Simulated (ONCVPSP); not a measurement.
Ta: variants of one ONCV potential

Base potential:

```
Element                 : tantalum
Generator               : ONCVPSP 4.0.1
Type                    : optimised norm-conserving Vanderbilt (ONCV)
Functional              : PBEsol
Relativity              : scalar-relativistic
Frozen core             : [Kr] 4d10 4f14
Valence charge          : 13
Reference configuration : 5s2 5p6 5d3 6s2
Partial waves           : 5s+6s: rc 2.05 bohr, ncon 5, nbas 8, qcut 5.3 1/bohr, 3 projectors, debl 3.5 Ha; 5p: rc 1.80 bohr, ncon 4, nbas 8, qcut 6.1 1/bohr, 2 projectors, debl 1.4 Ha; 5d: rc 2.50 bohr, ncon 4, nbas 9, qcut 5.4 1/bohr, 3 projectors, debl 3.9 Ha
Local potential         : polynomial inside 1.75 bohr (lpopt 2, dvloc0 -1 Ha)
Core correction         : Teter function, fcfact 5.75, rcfact 1.7
```

In the p channel the program set the typed energies aside and used -1.449, 0.250 Ha.

Cutoffs, loose and tight: the cutoffs (Ha) at which the residual kinetic energy of the hardest occupied pseudo-wave falls to 1 and 0.1 mHa per electron. They do not see the model core or the augmentation charge, which bear on the density cutoff. Test errors are all-electron minus pseudo excitation energies from the reference, over the configurations 5s2 5p6 5d3 6s1; 5s2 5p6 5d3 6s0; 5s2 5p6 5d2 6s0; 5s2 5p6 5d3 6s1.5. A dash means not determined; rows that change the core or the reference have their own tests.

```csv
change,outcome,"cutoff, loose","cutoff, tight",bound ghosts,GHOST(+) flags above zero,largest test error (meV)
base,"generated, projector energies reset by the program",12 Ha,32 Ha,none,d,-86
s: qcut 3.4; p: qcut 3.9; d: qcut 3.4,"generated, projector energies reset by the program",43 Ha,54 Ha,none,none,-61
s: qcut 3.9; p: qcut 4.5; d: qcut 4,"generated, projector energies reset by the program",19 Ha,46 Ha,none,none,-73
s: qcut 4.8; p: qcut 5.5; d: qcut 4.9,"generated, projector energies reset by the program",11 Ha,36 Ha,none,none,-84
s: qcut 5.2; p: qcut 6; d: qcut 5.3,"generated, projector energies reset by the program",12 Ha,33 Ha,none,d,-87
s: qcut 6.6; p: qcut 7.6; d: qcut 6.7,"generated, projector energies reset by the program",17 Ha,22 Ha,none,s,-77
s: qcut 7; p: qcut 8; d: qcut 7.1,"generated, projector energies reset by the program",19 Ha,24 Ha,none,s,-76
s: qcut 7.8; p: qcut 9; d: qcut 8,"generated, projector energies reset by the program",22 Ha,27 Ha,none,s,-74
```

Task: What comes out with this change to the base: s: qcut 5.7; p: qcut 6.6; d: qcut 5.9?

Result: outcome: generated, projector energies reset by the program; cutoff, loose: 13 Ha; cutoff, tight: 18 Ha; bound ghosts: none; GHOST(+) flags above zero: none; largest test error (meV): -79.
